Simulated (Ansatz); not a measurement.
A trace of molecular dynamics of CH$_{6}$BF$_{2}$NO (12 atoms, charge 0, multiplicity 1).

These are results of RKS BHLYP/def2-SVP (Ansatz), not measurements.

- ensemble: NVE (velocity Verlet)
- starting velocities drawn for: 300 K
- seed: 9315

| time (fs) | T (K) | potential energy less start (eV) | conserved less start (meV/atom) |
| --- | --- | --- | --- |
| 0 | 300 | 0.000 | 0.00 |
| 4 | 198 | 0.132 | 0.09 |
| 8 | 159 | 0.185 | 0.29 |
| 12 | 326 | -0.032 | 0.21 |
| 16 | 367 | -0.085 | 0.15 |
| 20 | 346 | -0.057 | 0.20 |
| 24 | 357 | -0.071 | 0.28 |
| 28 | 405 | -0.133 | 0.23 |
| 32 | 502 | -0.260 | 0.06 |
| 36 | 532 | -0.299 | 0.05 |
| 40 | 528 | -0.293 | 0.19 |
| 44 | 564 | -0.338 | 0.25 |
| 48 | 563 | -0.338 | 0.19 |
| 52 | 586 | -0.368 | 0.13 |
| 56 | 578 | -0.357 | 0.18 |
| 60 | 511 | -0.269 | 0.29 |
| 64 | 523 | -0.286 | 0.22 |
| 68 | 570 | -0.348 | 0.13 |
| 72 | 591 | -0.375 | 0.10 |
| 76 | 547 | -0.317 | 0.19 |
| 80 | 514 | -0.273 | 0.22 |
| 84 | 562 | -0.337 | 0.09 |
| 88 | 523 | -0.286 | 0.12 |
| 92 | 414 | -0.145 | 0.25 |
| 96 | 400 | -0.126 | 0.31 |
| 100 | 458 | -0.201 | 0.22 |

Task: Can this run be trusted? Judge the integration.

Result: The conserved energy stayed within 0.35 meV per atom of its start (net change 0.22 meV per atom), so the integration is sound. The kinetic energy rose, since the run started high on the potential surface and went downhill. It ends in pieces (CH4BF2N + H2O), so much of that is their flight and rotation, not heat. A run of 0.1 ps of so small a system gives no equilibrium averages. The orbitals stay closed-shell, which can raise the energy where a bond breaks towards radicals; this wasn't checked here. The time step was 0.5 fs.

Time of the run: 2.5 min on 4 threads of AMD EPYC 9R45 96-Core Processor (Zen 5) (shared host), peak memory 0.28 GiB.
